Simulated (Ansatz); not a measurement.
Cartesian coordinates (Å):
```xyz
6

Al    -0.0126    -0.2102    -0.0511
H      0.9943     0.0179    -1.2647
H      0.5444    -0.8097     1.3160
H     -1.5777    -0.2708    -0.3434
O     -0.0065     2.9324     0.9618
C     -0.0081     1.8605     0.6156
```
Charge 0, spin multiplicity 1.

Level of theory: Ansatz (a quantum-chemistry and plane-wave program) with frozen-core CCSD(T)/cc-pVTZ // B3LYP-D3(BJ)/def2-SVP.

```
Quantity                        Value
----------------------  -------------
HF energy               -356.43167 Ha
MP2 correlation energy    -0.46022 Ha
```

Q: Estimate the CCSD correlation energy, the (T) correction, the total energy and the T1 diagnostic.

A: 
- CCSD correlation energy = -0.48410 Ha
- (T) correction = -0.02020 Ha
- CCSD(T) total energy = -356.93597 Ha
- T1 diagnostic = 0.017
